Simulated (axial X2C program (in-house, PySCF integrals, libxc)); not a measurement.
**TcS⁻ along the bond: PBE50, non-relativistic**

Calculated with an axial X2C code built on PySCF integrals. The Hamiltonian is the X2C one with the speed of light multiplied by 100, which is the non-relativistic limit. Basis: Tc dyall-av3z [12s11p8d3f2g], S dyall-av3z [9s8p3d2f] (cores contracted in-house); Gaussian nuclei, density fitting, unrestricted open shells. Masses: Tc 98.907 u, S 31.972 u.

State: M_S = 0, Λ = 0 (beyond evenly filled blocks: π+β, π-β, δ+α, δ-α). Dipoles are positive if S is the positive end and refer to the centre of mass.

| R (Å) | μ (D) | HOMO (eV) | LUMO (eV) | ⟨S²⟩ |
| --- | --- | --- | --- | --- |
| 1.887 | -0.559 | -0.41 | 1.90 | 2.370 |
| 1.974 | -0.759 | -0.44 | 1.90 | 2.458 |
| 2.039 | -0.941 | -0.47 | 1.90 | 2.527 |
| 2.104 | -1.151 | -0.51 | 1.90 | 2.595 |
| 2.169 | -1.389 | -0.55 | 1.91 | 2.661 |
| 2.245 | -1.692 | -0.60 | 1.91 | 2.730 |
| 2.321 | -2.010 | -0.66 | 1.91 | 2.791 |
| 2.418 | -2.421 | -0.73 | 1.91 | 2.858 |
| 2.538 | -2.895 | -0.80 | 1.91 | 2.924 |
| 2.711 | -3.497 | -0.89 | 1.91 | 2.993 |

Task: The minimum lies at 2.136 Å. What is the dipole moment there?

Result: At PBE50, non-rel., with the sign and origin stated: μ = -1.27 D.

The state is one determinant whose occupation by symmetry is held fixed; it was picked as the lowest of a PBE0 search that is not exhaustive. PBE0 can misorder states that lie within some tenths of an eV, so this need not be the ground state of the molecule. The nearest other spin-free determinant of the search, M_S = 0, Λ = 2, lies 0.20 eV up at the distance of the search. With several unpaired electrons one determinant need not be a pure state. The determinant is spin-polarised beyond a pure state at some levels (its spin-free form has ⟨S²⟩ too high), which makes Re and μ there less reliable. The LUMO of an anion is an unbound level whose energy the basis sets.
